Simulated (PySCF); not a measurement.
Arsenic: a sound run and one with changed settings

Sound run: As [Ar] 3d10 4s2 4p3, As⁺ [Ar] 3d10 4s2 4p2. All numbers are calculated (PySCF 2.14, the non-relativistic Hamiltonian (point nucleus), in 6-31G* (5s4p3d, 32 functions)). In the sound run the correlated levels freeze [Ar] 3d10. The sound run starts from symmetry-adapted Hartree-Fock orbitals and uses a fine grid where one is needed.

A second run was set up differently.

```tsv
species	method	sound run (hartree)	changed run (hartree)	converged
As	UHF	-2233.90227	-2233.90227	yes
As	MN15	-2235.84697	-2235.84697	yes
As	PBE	-2235.18505	-2235.18505	no
As	MP2	-2233.95572	-2233.91935	yes
As	CCSD(T)	-2233.97109	-2233.97109	yes
As⁺	UHF	-2233.55463	-2233.55463	yes
As⁺	MN15	-2235.47913	-2235.47913	yes
As⁺	PBE	-2234.82004	-2234.82004	yes
As⁺	MP2	-2233.59668	-2233.56803	yes
As⁺	CCSD(T)	-2233.61398	-2233.61398	yes
```

Ionisation energy of As:

```tsv
method	sound run (eV)	changed run (eV)
UHF	9.460	9.460
MN15	10.009	10.009
MP2	9.770	9.560
SCS-MP2	9.657	9.523
CCSD	9.714	9.714
CCSD(T)	9.718	9.718
```

Q: What was changed?
A. basis contracted for another Hamiltonian
B. level shift left on
C. minimal basis
D. a valence shell is frozen

A: B. It used initial guess 1e, at most 50 SCF cycles, level shift 2.0 hartree. A level shift leaves the converged SCF energy unchanged but raises the virtual orbital energies, which shrinks MP2 if it is not removed.
